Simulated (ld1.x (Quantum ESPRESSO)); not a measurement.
Values are calculated unless marked as measured or tabulated.
Hardness and transferability of assorted potentials

Generated with ld1.x 7.5 (TM, RRKJ, ultrasoft, PAW), atompaw 4.2 or ONCVPSP 4.0.1. The cutoff is in Ry: for ld1.x and atompaw files where the sum of valence levels is converged to 10 mRy in a Bessel basis, for ONCV files where the hardest occupied wave has 1 mHa per electron of residual kinetic energy. The error is the largest all-electron minus pseudo excitation energy over each file’s own four to seven test configurations (ionisations up to +4, promotions, holes and added fractions of an electron), all of which were solved. The labels leave out finer settings (local radius, basis sizes, second energies), which also bear on the numbers. Spin-polarised tests are not counted. The rows are a selection from randomly drawn settings: files with unsolved tests, undetermined cutoffs or missed reference levels are left out.

A true bound ghost makes a file unfit for plane-wave use even where its test errors are small: the radial tests pick states by their node count and pass the ghost by.

```tsv
element	potential	cutoff (Ry)	largest error (meV)	bound ghosts
Mg	TM, PBE, scalar-relativistic, rc 1.95/3.30/2.80 (spd), local p, core correction yes, reference 3s2 3p0	8	+16	none
K	TM semilocal, PBE, scalar-relativistic, rc 2.75/3.50/4.20 (spd), local p, core correction no, reference 3d0 4s0 4p1	6	+182	none
Ba	TM, PW91, fully relativistic, rc 3.10/4.20/3.10 (spd), local smoothed, core correction no, reference 5d0 6s1.75 6p0.25	6	+450	none
```

Question: Fill in the row for Cd: TM, Wu–Cohen, scalar-relativistic, rc 2.45/1.56/1.50 (spd), local smoothed, core correction yes, reference 4p6 4d10 5s2 5p0.

Answer: cutoff 80 Ry, largest error -217 meV, bound ghosts: s.

Question: Fill in the row for Hf: TM, LDA (PZ), scalar-relativistic, rc 2.20/2.05/1.95 (spd), local smoothed, core correction yes, reference 5p6 5d2 6s2 6p0.

Answer: cutoff 30 Ry, largest error -373 meV, bound ghosts: s.

Question: Fill in the row for He: ultrasoft, PBE, scalar-relativistic, rc 0.85/0.80 (sp), local smoothed, core correction no, reference 1s2.

Answer: cutoff 50 Ry, largest error +8.5 meV, bound ghosts: none.
